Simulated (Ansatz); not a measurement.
CH9NSi3 can be A, `N[Si@@H]1C[Si@H]1[SiH3]`, or B, `[SiH3][SiH]1NC[SiH2]1`.

Program: Ansatz. Geometries: PBE0-D4/def2-TZVP. ΔE: electronic, gas phase. CCSD(T)/CBS adds triple-zeta CCSD(T) − MP2 to the extrapolated MP2 energy (def2 sets, frozen cores). DFT in def2-TZVPP. B3LYP here is the variant with VWN-RPA as its local correlation; programs differ in this. Each species was taken in one conformer, which may not be the lowest.

**Question.** Which is lower in electronic energy at CCSD(T)/CBS, and by how much? (Best estimate.)

**Answer.** The calculation gave: A, by 5.0 kcal/mol.

**Question.** Give E(B) − E(A) in kcal/mol with ωB97M-V, r2SCAN-D4, HF/def2-TZVPP, CCSD(T)/def2-TZVPP, MP2/def2-TZVPP, B3LYP-D4, PBE-D4. (An estimate is asked.)

**Answer.** Computed: ωB97M-V 4.7, r2SCAN-D4 7.5, HF/def2-TZVPP 1.5, CCSD(T)/def2-TZVPP 4.7, MP2/def2-TZVPP 5.9, B3LYP-D4 3.9, PBE-D4 5.4. None reverses the order clearly.

Largest T1 diagnostic: 0.013.

In def2-TZVPP, CCSD(T) changes the Hartree–Fock value by +3.2 kcal/mol (the triples alone add +0.7 kcal/mol) and MP2 by +4.3 kcal/mol. From PBE to PBE0 (25 % exact exchange), in def2-TZVPP and without D4, E(B) − E(A) moves by −0.8 kcal/mol.
